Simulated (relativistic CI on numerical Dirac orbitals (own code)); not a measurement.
Slater and spin-orbit integrals, Xe¹⁷⁺

Method of calculation: Dirac-Coulomb-Breit CI, orbitals from a KLI potential per configuration, QED by a radiative potential, unscaled Slater integrals (own radial code, finite nucleus).

Slater integrals F^k, G^k are unscaled and averaged over j, outside the closed core [Ar] 3d10; ζ comes from projecting the Hamiltonian with its Breit term on Σ l·s of the shell.

- 4s2 4p6 4d: ζ(4d) = 9068.7 cm⁻¹; <r>(4d) = 0.7291, <r^2>(4d) = 0.6067 (bohr units).
- 4s2 4p5 4d2: ζ(4p) = 80686, F^2(4d,4d) = 139330, F^4(4d,4d) = 94538, F^2(4p,4d) = 143360, G^1(4p,4d) = 181080, G^3(4p,4d) = 114860, ζ(4d) = 9038.4 cm⁻¹; <r>(4p) = 0.6948, <r^2>(4p) = 0.545, <r>(4d) = 0.7288, <r^2>(4d) = 0.6061 (bohr units).
- 4s2 4p6 4f: ζ(4f) = 733.32 cm⁻¹; <r>(4f) = 0.7522, <r^2>(4f) = 0.6474 (bohr units).

Task: Give the Racah parameters of the d shell in 4s2 4p5 4d2.

Result: B = F²/49 − 5F⁴/441 = 1772 cm⁻¹ and C = 35F⁴/441 = 7503 cm⁻¹.

Averages of the first 10 configurations, taken without configuration mixing, which lowers the lowest level and can move excited configurations by several eV; other configurations of the list can lie among them:

```csv
Configuration,Parity,States,Average energy above the lowest level (eV)
4s2 4p6 4d,even,10,3.4
4s2 4p5 4d2,odd,270,95.8
4s2 4p6 4f,odd,14,106.3
4s 4p6 4d2,even,90,165.0
4s2 4p5 4d 4f,even,840,197.3
4s2 4p6 5s,even,2,132.2
4s 4p6 4d 4f,odd,280,266.7
4s2 4p6 5p,odd,6,157.6
4s2 4p6 5d,even,10,196.0
4s2 4p5 4d 5s,odd,120,224.0
```
